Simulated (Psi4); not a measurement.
isobutene (C4H8), singlet, geometry from GFN2-xTB; B3LYP/STO-3G run with Psi4 1.11.

Psi4 was given this input:
```
memory 2 GB

molecule {
0 1
C    -0.00358310   -0.00726810    1.44953113
C    -0.00031404   -0.00063701    0.12704302
H    -0.00279626    0.90390212    2.02374365
H    -0.00718605   -0.92415062    2.01456675
C     0.00471228    1.26727735   -0.67219236
H     0.00522655    2.14004904   -0.02485143
H     0.88583506    1.30548006   -1.31233657
H    -0.87305594    1.30972549   -1.31666310
C    -0.00135772   -1.26047284   -0.68488177
H    -0.00505058   -2.13969210   -0.04633590
H    -0.87930414   -1.29223249   -1.32972503
H     0.87958687   -1.29647792   -1.32539850
}

set {
  basis sto-3g
  scf_type pk
  puream true
  d_convergence 1e-8
  dft_radial_points 99
  dft_spherical_points 590
}

energy('b3lyp')
print_variables()
```

Q: What does Psi4 print? Leave out banner, timings and long lists.

A: 
```
   => Loading Basis Set <=

    Name: STO-3G
    Role: ORBITAL
    Keyword: BASIS

         ---------------------------------------------------------
                                   SCF
               by Justin Turney, Rob Parrish, Andy Simmonett
                          and Daniel G. A. Smith
                              RKS Reference
         ---------------------------------------------------------

  ==> Geometry <==

    Molecular point group: c1
    Full point group: C1

    Geometry (in Angstrom), charge = 0, multiplicity = 1:

       Center              X                  Y                   Z               Mass
    ------------   -----------------  -----------------  -----------------  -----------------
         C           -0.003525486270    -0.007151231593     1.426223353773    12.000000000000
         C           -0.000256426270    -0.000520141593     0.103735243773    12.000000000000
         H           -0.002738646270     0.904018988407     2.000435873773     1.007825032230
         H           -0.007128436270    -0.924033751593     1.991258973773     1.007825032230
         C            0.004769893730     1.267394218407    -0.695500136227    12.000000000000
         H            0.005284163730     2.140165908407    -0.048159206227     1.007825032230
         H            0.885892673730     1.305596928407    -1.335644346227     1.007825032230
         H           -0.872998326270     1.309842358407    -1.339970876227     1.007825032230
         C           -0.001300106270    -1.260355971593    -0.708189546227    12.000000000000
         H           -0.004992966270    -2.139575231593    -0.069643676227     1.007825032230
         H           -0.879246526270    -1.292115621593    -1.353032806227     1.007825032230
         H            0.879644483730    -1.296361051593    -1.348706276227     1.007825032230

  Running in c1 symmetry.

  Rotational constants: A =      0.30761  B =      0.28479  C =      0.15644 [cm^-1]
  Rotational constants: A =   9221.93935  B =   8537.71827  C =   4689.87397 [MHz]
  Nuclear repulsion =  120.428265379940527

  Charge       = 0
  Multiplicity = 1
  Electrons    = 32
  Nalpha       = 16
  Nbeta        = 16

  ==> Algorithm <==

  SCF Algorithm Type is PK.
  DIIS enabled.
  MOM disabled.
  Fractional occupation disabled.
  Guess Type is SAD.
  Energy threshold   = 1.00e-06
  Density threshold  = 1.00e-08
  Integral threshold = 1.00e-12

  ==> Primary Basis <==

  Basis Set: STO-3G
    Blend: STO-3G
    Number of shells: 20
    Number of basis functions: 28
    Number of Cartesian functions: 28
    Spherical Harmonics?: true
    Max angular momentum: 1

  ==> DFT Potential <==

   => LibXC <=

    Version 7.1.2
    S. Lehtola, C. Steigemann, M. J. T. Oliveira, and M. A. L. Marques,  SoftwareX 7, 1–5 (2018) (10.1016/j.softx.2017.11.002)

   => Composite Functional: B3LYP <=

    B3LYP Hyb-GGA Exchange-Correlation Functional

    P. J. Stephens, F. J. Devlin, C. F. Chabalowski, and M. J. Frisch,  J. Phys. Chem. 98, 11623 (1994) (10.1021/j100096a001)

    Deriv               =              1
    GGA                 =           TRUE
    Meta                =          FALSE

    Exchange Hybrid     =           TRUE
    MP2 Hybrid          =          FALSE

   => Exchange Functionals <=

    0.0800   Slater exchange
    0.7200         Becke 88

   => Exact (HF) Exchange <=

    0.2000               HF

   => Correlation Functionals <=

    0.1900   Vosko, Wilk & Nusair (VWN5_RPA)
    0.8100   Lee, Yang & Parr

   => LibXC Density Thresholds  <==

    XC_HYB_GGA_XC_B3LYP:  1.00E-15

   => Molecular Quadrature <=

    Radial Scheme          =       TREUTLER
    Pruning Scheme         =           NONE
    Nuclear Scheme         =       TREUTLER

    Blocking Scheme        =         OCTREE
    BS radius alpha        =              1
    Pruning alpha          =              1
    Radial Points          =             99
    Spherical Points       =            590
    Total Points           =         653939
    Total Blocks           =           4571
    Max Points             =            256
    Max Functions          =             28
    Weights Tolerance      =       1.00E-15

  ==> Integral Setup <==

  Using in-core PK algorithm.
   Calculation information:
      Number of atoms:                  12
      Number of AO shells:              20
      Number of primitives:             60
      Number of atomic orbitals:        28
      Number of basis functions:        28

      Integral cutoff                 1.00e-12
      Number of threads:                 1

  Performing in-core PK
  Using 165242 doubles for integral storage.
  We computed 21523 shell quartets total.
  Whereas there are 22155 unique shell quartets.

  ==> DiskJK: Disk-Based J/K Matrices <==

    J tasked:                  Yes
    K tasked:                  Yes
    wK tasked:                  No
    Schwarz Cutoff:          1E-12

  Minimum eigenvalue in the overlap matrix is 1.8110248356E-01.
  Reciprocal condition number of the overlap matrix is 7.2232384582E-02.
    Using symmetric orthogonalization.

  ==> Pre-Iterations <==

  SCF Guess: Superposition of Atomic Densities via on-the-fly atomic UHF (no occupation information).

   -------------------------
    Irrep   Nso     Nmo
   -------------------------
     A         28      28
   -------------------------
    Total      28      28
   -------------------------

  ==> Iterations <==

                        Total Energy        Delta E     RMS |[F,P]|

   @RKS iter SAD:  -153.03054623026060   -1.53031e+02   0.00000e+00
   @RKS iter   1:  -155.32184773915142   -2.29130e+00   3.23020e-03 ADIIS/DIIS
   @RKS iter   2:  -155.31354700696247    8.30073e-03   5.25790e-03 ADIIS/DIIS
   @RKS iter   3:  -155.32692183956217   -1.33748e-02   4.05355e-04 ADIIS/DIIS
   @RKS iter   4:  -155.32699337821197   -7.15386e-05   1.33851e-04 ADIIS/DIIS
   @RKS iter   5:  -155.32700174936127   -8.37115e-06   1.06942e-05 DIIS
   @RKS iter   6:  -155.32700180705049   -5.76892e-08   2.20128e-06 DIIS
   @RKS iter   7:  -155.32700180970167   -2.65118e-09   2.96069e-07 DIIS
   @RKS iter   8:  -155.32700180975269   -5.10170e-11   2.82775e-08 DIIS
   @RKS iter   9:  -155.32700180975306   -3.69482e-13   3.34724e-09 DIIS
  Energy and wave function converged.

  ==> Post-Iterations <==

   Electrons on quadrature grid:
      Ntotal   =   32.0000005467 ; deviation = 5.467e-07

    Orbital Energies [Eh]
    ---------------------

    Doubly Occupied:

       1A    -10.008487     2A    -10.008435     3A    -10.004411
       4A     -9.970203     5A     -0.768021     6A     -0.659434
       7A     -0.643191     8A     -0.486975     9A     -0.417406
      10A     -0.409288    11A     -0.401741    12A     -0.356382
      13A     -0.337647    14A     -0.323264    15A     -0.293693
      16A     -0.189617

    Virtual:

      17A      0.130695    18A      0.374718    19A      0.403055
      20A      0.452300    21A      0.458578    22A      0.464211
      23A      0.480480    24A      0.493562    25A      0.503111
      26A      0.509701    27A      0.658091    28A      0.763279

    Final Occupation by Irrep:
              A
    DOCC [    16 ]
    NA   [    16 ]
    NB   [    16 ]

  @RKS Final Energy:  -155.32700180975306

   => Energetics <=

    Nuclear Repulsion Energy =            120.4282653799405267
    One-Electron Energy =                -446.5903771992632869
    Two-Electron Energy =                 190.8313912101494054
    DFT Exchange-Correlation Energy =     -19.9962812005796913
    Empirical Dispersion Energy =           0.0000000000000000
    VV10 Nonlocal Energy =                  0.0000000000000000
    Total Energy =                       -155.3270018097530567

Computation Completed

Properties will be evaluated at   0.000000,   0.000000,   0.000000 [a0]

Properties computed using the SCF density matrix

 Multipole Moments:

 ------------------------------------------------------------------------------------
     Multipole            Electronic (a.u.)      Nuclear  (a.u.)        Total (a.u.)
 ------------------------------------------------------------------------------------

 L = 1.  Multiply by 2.5417464519 to convert [e a0] to [Debye]
 Dipole X            :         -0.0030523            0.0034840            0.0004317
 Dipole Y            :         -0.0061915            0.0070671            0.0008757
 Dipole Z            :          1.2348067           -1.4094501           -0.1746433
 Magnitude           :                                                    0.1746461

 ------------------------------------------------------------------------------------

  Variable Map:
  ----------------------------------------------------------------------------
  "CURRENT ENERGY"              =>    -155.327001809753
  "CURRENT REFERENCE ENERGY"    =>    -155.327001809753
  "DD SOLVATION ENERGY"         =>       0.000000000000
  "DFT FUNCTIONAL TOTAL ENERGY" =>    -155.327001809753
  "DFT TOTAL ENERGY"            =>    -155.327001809753
  "DFT VV10 ENERGY"             =>       0.000000000000
  "DFT XC ENERGY"               =>     -19.996281200580
  "GRID ELECTRONS ALPHA"        =>      16.000000273342
  "GRID ELECTRONS BETA"         =>      16.000000273342
  "GRID ELECTRONS TOTAL"        =>      32.000000546684
  "NUCLEAR REPULSION ENERGY"    =>     120.428265379941
  "ONE-ELECTRON ENERGY"         =>    -446.590377199263
  "PCM POLARIZATION ENERGY"     =>       0.000000000000
  "PE ENERGY"                   =>       0.000000000000
  "SCF ITERATION ENERGY"        =>    -155.327001809753
  "SCF ITERATIONS"              =>       9.000000000000
  "SCF TOTAL ENERGY"            =>    -155.327001809753
  "TWO-ELECTRON ENERGY"         =>     190.831391210149
  "XC GRID RADIAL POINTS"       =>      99.000000000000
  "XC GRID SPHERICAL POINTS"    =>     590.000000000000
  "XC GRID TOTAL POINTS"        =>  653939.000000000000

  Array Variable Map:
  ----------------------------------------------------------------------------
  "CURRENT DIPOLE"              =>       0.000431703143 ... -0.174643338492 1 by 3
  "SCF DIPOLE"                  =>       0.000431703143 ... -0.174643338492 1 by 3
  "SCF TOTAL ENERGIES"          =>    -153.030546230261 ... -155.327001809753 1 by 10
```
